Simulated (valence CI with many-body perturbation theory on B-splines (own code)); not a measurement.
**S III: what each term of the Hamiltonian does**

Computed by relativistic CI+MBPT: four valence electrons over a frozen Dirac-Fock core [Ne], a basis of 11 s, 11 p, 9 d, 7 f, 5 g, 2 h, 1 i functions for each j, with the one-electron correlation potential Σ1 (screened to all orders), the two-electron term Σ2, the three-electron term Σ3, Breit, model QED; selected single and double excitations, second order for the rest, scaled by the run's own slope (own B-spline code, finite nucleus).

Set against measurement, 54 paired levels are off by 54 cm⁻¹ on average, the worst by 185. These come from a selection out of NIST levels in Podobedova, Kelleher and Wiese, J. Phys. Chem. Ref. Data 38, 171 (2009). Levels without a partner in it may be off by more. Among the levels kept, up to 400 cm⁻¹ of a level comes from second order outside the variational space, and about a tenth of that is noise between levels of different J, which matters for small intervals. 1 measured level below the end of the list, from 164141 cm⁻¹ on, found no clear computed partner, and computed levels of the same name lie up to 1724 cm⁻¹ from them.

Each rung adds one term. CI alone is the Dirac-Coulomb CI over the frozen core; QED comes last and gives the full result, which names the levels. Energies are above 3s²3p² ³P_0 on the same rung, in eV.

Names give the largest LS component (configuration and term), which can be under half, so a name can repeat, a term be missing and a line seem to break the LS rules; names also repeat where a configuration has a term twice.

```
        Level  CI alone    + Σ1    + Σ2    + Σ3  + Breit    Full
  3s²3p² ³P_1     0.038   0.039   0.039   0.039    0.037   0.037
  3s²3p² ³P_2     0.105   0.108   0.109   0.109    0.103   0.104
  3s²3p² ¹D_2     1.425   1.435   1.420   1.415    1.411   1.411
  3s²3p² ¹S_0     3.408   3.427   3.398   3.387    3.383   3.384
  3s3p³ ⁵S°_2     7.124   7.164   7.255   7.263    7.260   7.254
  3s3p³ ³D°_1    10.321  10.379  10.414  10.415   10.411  10.406
  3s3p³ ³D°_2    10.324  10.383  10.417  10.419   10.414  10.409
  3s3p³ ³D°_3    10.332  10.391  10.425  10.426   10.421  10.416
  3s3p³ ³P°_2    12.181  12.250  12.254  12.250   12.245  12.240
  3s3p³ ³P°_1    12.184  12.252  12.257  12.253   12.247  12.243
  3s3p³ ³P°_0    12.184  12.252  12.257  12.253   12.248  12.244
3s²3p3d ¹D°_2    12.863  12.944  12.918  12.913   12.905  12.903
3s²3p3d ³F°_2    15.106  15.210  15.158  15.142   15.134  15.135
3s²3p3d ³F°_3    15.143  15.248  15.195  15.179   15.170  15.170
3s²3p3d ³F°_4    15.192  15.299  15.247  15.231   15.218  15.219
  3s3p³ ¹P°_1    17.063  17.163  17.005  16.991   16.986  16.982
  3s3p³ ³S°_1    17.331  17.425  17.155  17.146   17.139  17.134
3s²3p3d ³P°_0    17.707  17.859  17.769  17.746   17.739  17.740
3s²3p3d ³P°_1    17.716  17.866  17.772  17.750   17.742  17.743
```

(1) How does the ionisation energy move along the ladder, and which term matters most?

Answers

(1) CI alone 34.739, + Σ1 34.973, + Σ2 34.857, + Σ3 34.833, + Breit 34.829, + QED 34.830 eV. The largest step is Σ1, 0.234 eV. NIST lists 34.86 ± 0.04 eV (semi-empirical).
